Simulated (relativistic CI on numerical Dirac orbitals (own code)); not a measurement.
# What each ingredient does to the levels of Al¹⁰⁺

Base calculation: Dirac-Coulomb-Breit CI, KLI orbitals optimised for each configuration, QED by a radiative potential, unscaled Slater integrals.

Configurations in the expansion (outside the closed core 1s2): 2s, 2p, 3s, 3p, 3d, 4s, 4p, 4f, 4d, 5s, 5p, 5f, 5d, 5g. Levels of other configurations are missing.

Variants: (1) configuration mixing switched off. Shifts of the energy above 2s 2S_1/2, in cm⁻¹, for the lowest level and the first level of each name with at least 55 % of one term (blank where a level changes its place among those of its configuration and J or its character, or is not in the variant):

```csv
Level,Base,Δ(1)
2s 2S_1/2,0,0
2p 2P°_1/2,177039,+3
2p 2P°_3/2,182790,+1
3s 2S_1/2,2019540,0
3p 2P°_1/2,2068244,0
3p 2P°_3/2,2069927,0
3d 2D_3/2,2086944,0
3d 2D_5/2,2087471,0
4s 2S_1/2,2705269,0
4p 2P°_1/2,2725257,-2
4p 2P°_3/2,2725963,-1
4d 2D_3/2,2733031,0
4d 2D_5/2,2733253,0
4f 2F°_5/2,2733560,0
```

At this charge energies of transitions that change n are usually good to better than 1 %, and those within a shell (Δn = 0) to a few per cent.

Ionisation energy from the two ground configurations alone: base 441.834 eV. The NIST ASD value (theoretical) is 442.005 eV.
